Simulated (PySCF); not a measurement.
A structure optimised at PBE-D3(BJ)/def2-SVP, used in a PySCF frequency run:

```xyz
16

C      2.6542     0.3822    -0.3514
C      1.4100     0.4134     0.1573
C      0.5620    -0.7892     0.4617
C     -0.6541    -0.9546    -0.4739
C     -1.5667     0.2654    -0.5306
O     -1.9497     0.6046     0.7942
H      3.1568    -0.5739    -0.5777
H      3.2214     1.3045    -0.5537
H      0.9479     1.3934     0.3775
H      1.1811    -1.7096     0.4166
H      0.1760    -0.7009     1.4999
H     -0.3092    -1.1751    -1.5069
H     -1.2467    -1.8314    -0.1354
H     -2.4513     0.0282    -1.1724
H     -1.0265     1.1080    -1.0299
H     -2.4841     1.4164     0.7495
```

Question: Write its SMILES and formula.

Answer: C=CCCCO, C₅H₁₀O

Question: What are its rotational constants (standard atomic weights)?

Answer: 7.0037, 1.8542, 1.7232 GHz
